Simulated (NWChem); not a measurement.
Atomisation of FNa

SMILES: [F][Na]
```xyz
2

Na     0.0000     0.0000    -0.8497
F      0.0000     0.0000     1.0385
```
Charge 0, spin multiplicity 1.

All runs are NWChem calculations. All single points use one geometry, from PBE0/def2-SVP, a minimum by its harmonic frequencies.

Basis set: def2-TZVP. The atomisation energy is electronic alone: no zero-point, thermal, spin-orbit or counterpoise terms. No value is extrapolated to the basis-set limit. Free atoms are single determinants with multiplicities Na 2, F 2.

B3LYP has NWChem's definition, with VWN1-RPA local correlation. The structure started from a generated list of species. The stability of the SCF solutions was not checked. Open-shell Hartree-Fock references start from PBE0 orbitals.

### Question
For the atomisation energy, HF gives 66.0 kcal/mol and LDA (SVWN5) gives 127.8 kcal/mol. What do PBE, B3LYP, BHandHLYP give?

### Answer
PBE: 112.2 kcal/mol; B3LYP: 108.7 kcal/mol; BHandHLYP: 100.2 kcal/mol.
